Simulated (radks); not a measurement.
Polarisability of the bromine ion Br7+, [Ar] 3d10, at imaginary frequency. All-electron calculation, scalar-relativistic Kohn-Sham, LDA (Slater exchange, Perdew-Wang correlation), spin-polarised, spherical densities, finite nucleus; Fermi nuclear charge, rms radius 4.1629 fm. Program: a radial shooting solver on a logarithmic mesh with Libxc functionals. Response by self-consistent Sternheimer equations with the Hartree and adiabatic LDA kernel, the relativistic mass of each level held fixed and spin-orbit coupling left out.

w (hartree),alpha1(iw) (bohr^3),alpha2(iw) (bohr^5)
0.00266,0.2834,0.2255
0.0143,0.2834,0.2255
0.0360,0.2833,0.2254
0.0697,0.2833,0.2254
0.118,0.2832,0.2252
0.186,0.2830,0.2249
0.280,0.2825,0.2243
0.413,0.2814,0.2229
0.605,0.2792,0.2201
0.892,0.2746,0.2144
1.35,0.2647,0.2030
2.12,0.2433,0.1815
3.59,0.1998,0.1450
6.94,0.1254,0.09150
17.5,0.04127,0.03064

Static values: alpha1 = 0.2834 bohr^3 (0.04199 angstrom^3; uncoupled 0.3308), alpha2 = 0.2255 bohr^5, alpha3 = 0.2652 bohr^7. C6 = 0.3699, C8 = 1.385, triple-dipole C9 = 0.07394 atomic units. One-pole (London) frequency 4 C6 / (3 alpha1^2) = 6.143 hartree, against 6.476 for minus the highest occupied eigenvalue.
